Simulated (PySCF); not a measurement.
AlClH₄N₂, SMILES [NH2][Al]([NH2])[Cl].

The structure is a stationary point at PBE0-D3(BJ)/def2-SVP. The values are those of a single conformer.

Calculation: PySCF with ωB97X/def2-TZVPD.

Gas-phase values at a fixed geometry.

Question: Estimate the frontier levels, gap, dipole moment and polarisability. (The exact figures need the calculation; the answer reports its results.)

Answer: 
| Property | Result |
|---|---|
| highest occupied level | -9.83 eV |
| lowest empty level | 0.96 eV |
| orbital gap | 10.79 eV |
| dipole moment | 2.51 D |
| quadrupole, principal values (traceless, Buckingham form, about the centre of nuclear charge) | -4.55, -0.36, 4.91 D·Å |
| mean static polarisability | 55.5 bohr³ (8.22 Å³) |
| polarisability, principal values | 49.4, 57.2, 59.8 bohr³ |
